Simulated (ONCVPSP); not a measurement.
## potassium (K): ONCV pseudisation with Wu-Cohen, scalar-relativistic reference atom.

- Element: potassium (K)
- Generator: ONCVPSP 4.0.1
- Type: optimised norm-conserving Vanderbilt (ONCV)
- Functional: Wu-Cohen
- Relativity: scalar-relativistic
- Frozen core: [Ar]
- Valence charge: 1
- Reference configuration: 4s0.5 (charge +0.5)
- Partial waves: 4s: rc 4.00 bohr, ncon 3, nbas 6, qcut 1.5 1/bohr, 2 projectors, debl 1.5 Ha; p scattering state at 0.41 Ha: rc 4.30 bohr, ncon 5, nbas 8, qcut 1.8 1/bohr, 2 projectors, debl 1.6 Ha; d scattering state at 0.42 Ha: rc 4.05 bohr, ncon 4, nbas 7, qcut 2 1/bohr, 3 projectors, debl 2.3 Ha
- Local potential: polynomial inside 3.60 bohr (lpopt 5, dvloc0 0 Ha)
- Core correction: polynomial model core, fcfact 0.6

In the p channel the program set the typed energies aside and used 0.050, 1.650 Ha. In the d channel the program set the typed energies aside and used -0.053, 2.247, 4.547 Ha.

All-electron outer shells of the reference configuration (Wu-Cohen, scalar-relativistic, ld1.x):

```json
{"shell": "4s", "level (eV)": "-4.10", "outermost node (bohr)": "1.58", "outermost maximum (bohr)": "3.88"}
```

Task: Does the generator finish with these settings?

Result: Yes, a potential is produced and its reference levels are reproduced.

Task: Estimate the cutoffs (Ha) at which the residual kinetic energy of the hardest occupied pseudo-wave falls to 1 and 0.1 mHa per electron.

Result: 0.9 Ha and 4.5 Ha. The cutoffs count occupied waves only; projector 2 of the d channel, the hardest unoccupied one, needs 13 Ha at the loose tolerance.

Task: What does a ghost test show?

Result: No bound ghost flagged; GHOST(+) flagged for s at 47.1 eV.

Task: Tests: 4s1; 4s0 4p1; 3d1 4s0; 3d0.5 4s0.5. Which has the largest error in its energy relative to the reference configuration, and how large is it?

Result: 4s1, with +4.2 meV (all-electron minus pseudo) on -1.59 eV.
